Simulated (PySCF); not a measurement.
**`PP1CCSCC1` in a uniform electric field**

C4H10P2S.
Atom-mapped SMILES: `[PH2:1][P:2]1[CH2:3][CH2:4][S:5][CH2:6][CH2:7]1` (hydrogens: H8, H9 on P1; H10, H11 on C3; H12, H13 on C4; H14, H15 on C6; H16, H17 on C7)

Structure used (GFN2-xTB), in Å, numbered top down from 1:
```xyz
17
C4H10P2S angstrom
P      2.3264    1.5337   -0.4568
P      0.7237    0.1825   -1.0174
C      0.8530   -0.9878    0.4325
C     -0.4093   -1.8241    0.5515
S     -1.8235   -0.8461    1.1496
C     -1.9491    0.3447   -0.2223
C     -0.6989    1.1962   -0.3570
H      2.1947    2.2732   -1.6302
H      3.3023    0.7130   -1.0190
H      1.7106   -1.6448    0.2530
H      1.0284   -0.4332    1.3597
H     -0.2870   -2.6199    1.2866
H     -0.6874   -2.2630   -0.4089
H     -2.8171    0.9590    0.0185
H     -2.1503   -0.2165   -1.1373
H     -0.4380    1.6381    0.6096
H     -0.8853    2.0070   -1.0689
```

Level: CAM-B3LYP/def2-SVPD (PySCF); nuclei fixed, core orbitals frozen in the response. Permanent dipole (0.576, 0.088, -0.856) D (1 au = 2.5417 D). Static polarisability (au):

```
x   133.10  12.46  -7.48
y    12.46 117.45  -9.09
z    -7.48  -9.09 101.30
```

Only the terms in μ and α are kept: μ(F) = μ + αF and ΔE = −μ·F − ½ F·αF.

(1) A field of 0.01 au (0.514 V/Å) is applied along each axis in both senses. Find the induced dipole, the size of the total dipole and the two energy terms.

(2) For the field (0.0010, 0.0090, 0.0000) au, what is the induced dipole, and what angle does it make with the field?

(3) At what field along the permanent dipole would the induced dipole along it equal the permanent one, in this linear picture?

(4) What field makes μF equal to kT at 298 K?

(5) A unit point charge sits 12 Å away. Estimate the induction energy −αe²/2R⁴ with the mean polarisability, treating the molecule as a point.

Results:

(1) 
| field along | induced x (D) | induced y (D) | induced z (D) | total size (D) | −μ·F (kJ/mol) | −½F·αF (kJ/mol) |
| --- | --- | --- | --- | --- | --- | --- |
| +x | 3.383 | 0.317 | -0.190 | 4.115 | -5.950 | -17.473 |
| −x | -3.383 | -0.317 | 0.190 | 2.894 | +5.950 | -17.473 |
| +y | 0.317 | 2.985 | -0.231 | 3.380 | -0.909 | -15.418 |
| −y | -0.317 | -2.985 | 0.231 | 2.975 | +0.909 | -15.418 |
| +z | -0.190 | -0.231 | 2.575 | 1.767 | +8.842 | -13.298 |
| −z | 0.190 | 0.231 | -2.575 | 3.530 | -8.842 | -13.298 |

(2) αF = (0.623, 2.718, -0.227) D, at 8.0° to the field. The polarisability along this direction, F·αF/F², is 120.38 au, against a mean of 117.28 au.

(3) The polarisability along the dipole is 120.59 au, so F = 0.4074 au / 120.59 au = 0.0034 au = 0.17 V/Å; higher-order terms are ignored.

(4) kT = 0.9437 × 10⁻³ Eh, so F = 0.00232 au = 11.9 MV/cm.

(5) R = 22.68 bohr, so the energy is −117.3/(2 × 22.68⁴) Eh = -0.582 kJ/mol. The charge–dipole term at its most favourable orientation, −μe/R², is -2.08 kJ/mol.

Geometry: GFN2-xTB, one conformer, isolated molecule.

The run behind these numbers computed excited states as well. The run took about 2.4 min of CPU time (with the writing of density and orbital grids) (one thread, shared machine).
